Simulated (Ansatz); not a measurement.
MoO₂⁺: single points at one geometry.

```yaml
crystal:
  periodic: [false, false, false]
  atoms:
    - {symbol: Mo, position_ang: [0.787778, -0.904000, 0.025993]}
    - {symbol: O, position_ang: [0.075396, 0.854627, -0.232997]}
    - {symbol: O, position_ang: [-0.863174, 0.049372, 0.207004]}
basis:
  gaussian: {orbitals: def2-TZVP, initial_orbitals: start.molden}
total_charge: 1
magnetization: {spin_polarized: true, initial_magnetization: 1}
hamiltonian: {xc: r2scan, dispersion: d4}
scf: {omitted_lower_state_checks: [starts]}
output: {orbitals: {seedname: orbitals}}
```

The file start.molden holds the orbitals of an earlier run on this structure, at another level or in another basis.

```sh
$ ansatz run in.yaml --threads 4 --pin off --events-out ev --progress --plain --max-ram 3916MiB
```

Shortened log:

```
Functional definition: r2SCAN
610 factors; their error is unknown
mean field evaluation 1: about -5938.3484 eV, gradient 3.4e0 eV
mean field evaluation 2: about -5938.4244 eV, gradient 1.6e-1 eV
mean field evaluation 4: about -5938.4231 eV, gradient 1.4e-1 eV
mean field evaluation 8: about -5938.4246 eV, gradient 4.0e-3 eV
mean field evaluation 16: about -5938.4246 eV, gradient 2.5e-5 eV
mean field -5938.42458683 eV, -218.2330783571 hartree, gradient 8.9e-6 eV, S^2 2.152125; 0 other end points of the search recorded, 0 dependent functions left out
reference -5938.42459750 eV, -218.2330787495 hartree; 15, 14 occupied and 87, 88 virtual orbitals, 610 factors
Total energy: -5938.43348877 eV, -218.2334054976 hartree
Checks for a lower state left out: starts
```

Hardware: 4 threads of Arm Neoverse V1 on a shared host. Wall time 6 s.

As the first input, with `hamiltonian: {xc: {name: revPBE}, dispersion: d4}` (abridged; 2.6 s):

```
Functional definition: revPBE
mean field evaluation 16: about -5940.0872 eV, gradient 6.1e-6 eV
mean field -5940.08715047 eV, -218.2941764442 hartree, gradient 6.1e-6 eV, S^2 1.875296
Total energy: -5940.22290233 eV, -218.2991652331 hartree
Checks for a lower state left out: starts
```

The first input with `gaussian: {orbitals: def2-TZVPP, initial_orbitals: start.molden}`, `correlation: {method: ccsd_t}`, `scf: {omitted_lower_state_checks: [starts, cluster_reference]}` and without the key `hamiltonian` (abridged; 16 s):

```
Functional definition: HF
mean field evaluation 16: about -5903.2681 eV, gradient 1.8e-6 eV
mean field -5903.26813724 eV, -216.9411026647 hartree, gradient 1.7e-6 eV, S^2 2.731251
2 core orbitals not correlated: weight in the atoms' cores, before any rotation towards them, 1.000 or more for the frozen orbitals, at most 0.000 for the correlated occupied ones
second order -22.53302584 eV of doubles, -0.00000000 eV of singles
cycle   1  -21.80773057 eV  change    7.3e-1 eV  update   1.6e-1
cycle   2  -22.56255638 eV  change   -7.5e-1 eV  update   6.4e-2
cycle   3  -22.83069470 eV  change   -2.7e-1 eV  update   4.9e-2
cycle   4  -22.88902662 eV  change   -5.8e-2 eV  update   3.0e-2
cycle   5  -22.91902938 eV  change   -3.0e-2 eV  update   1.9e-2
cycle   6  -22.96747761 eV  change   -4.8e-2 eV  update   1.1e-2
cycle   7  -22.98580575 eV  change   -1.8e-2 eV  update   6.2e-3
cycle   8  -22.99119689 eV  change   -5.4e-3 eV  update   3.1e-3
cycle   9  -22.99393160 eV  change   -2.7e-3 eV  update   1.8e-3
[...]
cycle  15  -22.99461601 eV  change    1.7e-4 eV  update   1.9e-4
cycle  16  -22.99458162 eV  change    3.4e-5 eV  update   1.4e-4
cycle  17  -22.99463610 eV  change   -5.4e-5 eV  update   1.0e-4
cycle  18  -22.99461988 eV  change    1.6e-5 eV  update   7.2e-5
cycle  19  -22.99463980 eV  change   -2.0e-5 eV  update   5.6e-5
cycle  20  -22.99464002 eV  change   -2.1e-7 eV  update   4.0e-5
cycle  21  -22.99465151 eV  change   -1.1e-5 eV  update   3.1e-5
cycle  22  -22.99468197 eV  change   -3.0e-5 eV  update   2.3e-5
cycle  23  -22.99469278 eV  change   -1.1e-5 eV  update   1.9e-5
perturbative correction -1.27706163 eV, -0.0469311492 hartree
WARN: the results are in doubt because among natural orbitals the method converges to other amplitudes
Total energy: -5927.53989164 eV, -217.8330731871 hartree
In doubt: among natural orbitals the method converges to other amplitudes
Checks for a lower state left out: starts, cluster_reference
```

The first input with `hamiltonian: {xc: {name: B2PLYP}}` and without the key `output` (abridged; 4.1 s):

```
Functional definition: B2PLYP
mean field evaluation 16: about -5926.2629 eV, gradient 2.0e-6 eV
mean field -5926.26286836 eV, -217.7861434471 hartree, gradient 2.0e-6 eV, S^2 2.582961
2 core orbitals not correlated: weight in the atoms' cores, before any rotation towards them, 1.000 or more for the frozen orbitals, at most 0.000 for the correlated occupied ones
second order -25.88932936 eV of doubles, -0.00000000 eV of singles
Total energy: -5933.25310878 eV, -218.0430300443 hartree
Checks for a lower state left out: starts
```

First input, but with `hamiltonian: {xc: pbe, dispersion: d4}`, `output: {forces: true, orbitals: {seedname: orbitals}}` (abridged; 2.7 s):

```
Functional definition: PBE
mean field evaluation 16: about -5936.2533 eV, gradient 4.3e-5 eV
mean field -5936.25327562 eV, -218.1532841419 hartree, gradient 3.0e-6 eV, S^2 1.838060
Total energy: -5936.29789224 eV, -218.1549237724 hartree
Atom 0 force    -0.535438     0.614432    -0.017667 eV/Å
Atom 1 force     1.626591     0.858638    -0.628204 eV/Å
Atom 2 force    -1.091152    -1.473070     0.645871 eV/Å
Dipole moment:     0.578109    -0.659628     0.025973 e Å
Checks for a lower state left out: starts
```

The first input with `hamiltonian: {xc: pbe0, dispersion: d4}` (abridged; 3.1 s):

```
Functional definition: PBE0
mean field evaluation 16: about -5934.5568 eV, gradient 4.7e-6 eV
mean field -5934.55675833 eV, -218.0909382817 hartree, gradient 4.7e-6 eV, S^2 2.305523
Total energy: -5934.59348967 eV, -218.0922881335 hartree
Checks for a lower state left out: starts
```

Geometry: PBE0-D4/def2-TZVP.

In the def2 sets Mo takes a core potential; there is no spin–orbit coupling. Correlated methods freeze 2 core orbitals; core or outer-core shells of Mo are correlated, in sets that lack core-valence functions. The structure holds 1 bond(s) between oxygen atoms. At r2SCAN-D4/def2-TZVP, revPBE-D4/def2-TZVP, CCSD(T)/def2-TZVPP, B2PLYP/def2-TZVP and others the charge 1 doublet is spin-contaminated (final ⟨S²⟩ up to 2.73, 0.75 for a pure state). At CCSD(T)/def2-TZVPP the program marks the result for the charge 1 doublet as doubtful (other amplitudes). Another isomer (doublet) lies 4.02 eV lower at PBE0-D4/def2-TZVP; other spin states weren't run for this one.
